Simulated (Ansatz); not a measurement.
C2H4Ge, SMILES `C=[CH][GeH]` (excited triplet; C–C–Ge–H torsion 180°) (charge 0, multiplicity 3). This triplet is an excited state, 1.25 eV above the relaxed singlet at the level B3LYP/cc-pVTZ // PBE0-D3(BJ)/def2-TZVP (Ansatz, a quantum-chemistry and plane-wave program).

Z-matrix (Å, degrees):
```
C
C 1 1.3366
H 2 1.0847 1 122.38
H 2 1.0851 3 116.53 1 180.00
H 1 1.0903 2 119.65 3 179.95
Ge 1 1.9081 5 113.19 2 179.99
H 6 1.5458 1 118.53 5 0.02
```
Charge 0, spin multiplicity 3.

Frozen-core energies in cc-pVDZ from Ansatz at a geometry from PBE0-D3(BJ)/def2-TZVP; the HF reference has <S^2> = 2.16 and the T1 diagnostic is 0.027.

```json
[
 {"level": "HF", "energy (Ha)": "-2153.31832", "difference from CCSDT(Q) (mHa)": "399.25"},
 {"level": "MP2", "energy (Ha)": "-2153.65552", "difference from CCSDT(Q) (mHa)": "62.05"},
 {"level": "CCSD", "energy (Ha)": "-2153.70130", "difference from CCSDT(Q) (mHa)": "16.27"},
 {"level": "CCSD(T)", "energy (Ha)": "-2153.71528", "difference from CCSDT(Q) (mHa)": "2.29"},
 {"level": "CCSDT", "energy (Ha)": "-2153.71666", "difference from CCSDT(Q) (mHa)": "0.91"},
 {"level": "CCSDT(Q)", "energy (Ha)": "-2153.71757", "difference from CCSDT(Q) (mHa)": "0.00"}
]
```
